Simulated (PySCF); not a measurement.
A structure optimised at B3LYP-D3(BJ)/def2-SVP, used in a PySCF frequency run:

```
Mo
N 1 1.7268
H 2 1.0219 1 150.14
C 1 2.1113 2 103.95 3 118.54
H 4 1.1004 1 111.50 2 -59.82
H 4 1.1020 5 109.49 1 120.23
H 4 1.1027 5 109.10 6 120.65
S 1 2.1211 2 112.45 3 3.39
S 1 2.3450 2 110.50 3 -122.24
H 9 1.3549 1 95.75 2 -22.20
```
Charge 0, spin multiplicity 1.

Problem. Write its SMILES and formula.

Solution. [CH3][Mo](=[NH])(=[S])[SH], CH₅MoNS₂

Problem. What are its rotational constants (standard atomic weights)?

Solution. 2.4016, 1.6459, 1.3786 GHz
